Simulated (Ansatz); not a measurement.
Wavefunction ladder for C₃H₈AlF

```xyz
13

C     0.710   -0.257    1.580
C     0.699   -0.441    0.106
F    -1.412   -0.940   -2.239
C     0.835    0.542   -0.797
Al   -1.569    0.136   -0.972
H    -0.167   -0.720    2.036
H     0.740    0.798    1.858
H     1.591   -0.752    2.001
H     0.615   -1.465   -0.257
H     0.904    0.324   -1.858
H     0.953    1.576   -0.491
H    -1.756    1.667   -1.346
H    -2.144   -0.469    0.378
```

Total charge 0; spin multiplicity 1. The bonds changed during the relaxation, so this is another structure than the one it started from. The geometry is a stationary point of PBE0-D4/def2-TZVP. It is one conformer, not always the lowest. Frozen core, restricted reference, Ansatz. CBS rows extrapolate triple and quadruple zeta; past MP2 they add the triple-zeta difference.

```
     basis     HF (Eh)  MP2 corr.  CCSD corr.       (T)  CCSD(T) total
  def2-SVP  -459.42248   -0.68029    -0.73634  -0.01920     -460.17802
def2-TZVPP  -459.76794   -0.85480    -0.90178  -0.03231     -460.70203
def2-QZVPP  -459.78604   -0.91846           –         –              –
 CBS(def2)  -459.78854   -0.96561    -1.01260     as TZ     -460.83345
```
